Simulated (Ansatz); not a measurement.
The cluster Zn₄Br₈⁻. Charge -1, multiplicity 2. Geometry PBE-D4/def2-SVP, basis def2-TZVP, Ansatz.

```xyz
12

Zn   -1.085    0.749   -1.838
Zn    1.895    0.690   -0.129
Zn   -0.135   -0.477    2.348
Zn   -0.982   -2.595   -0.995
Br   -1.086    2.600   -3.215
Br   -1.308   -2.463    1.549
Br   -2.854   -0.903   -1.713
Br    2.272   -0.852    1.743
Br    3.427    2.258   -0.830
Br    0.954   -0.838   -1.961
Br   -0.618    0.374    4.449
Br   -0.479    1.456    0.591
```

| run | HOMO (eV) | LUMO (eV) |
| --- | --- | --- |
| A | -2.59 | -0.57 |
| B | -2.24 | -0.69 |
| C | -1.91 | -1.04 |
| D | -2.78 | -0.16 |

B3LYP takes the VWN-RPA correlation. Single mean-field runs in def2-TZVP are fitted with def2-universal-jkfit. The structure comes from a short search, and lower isomers may exist.

HOMO and LUMO are taken over both spins.

The runs used B3LYP, PBE, PBE0, r2SCAN. Estimate which is which.

A B3LYP (20 % exact exchange); B r2SCAN (0 % exact exchange); C PBE (0 % exact exchange); D PBE0 (25 % exact exchange). Exact exchange lowers occupied and raises empty levels; among semilocal functionals meta-GGAs tend to open the gap a little, and such runs are hard to tell apart. The gap grows from 0.87 eV (PBE) to 2.62 eV (PBE0).
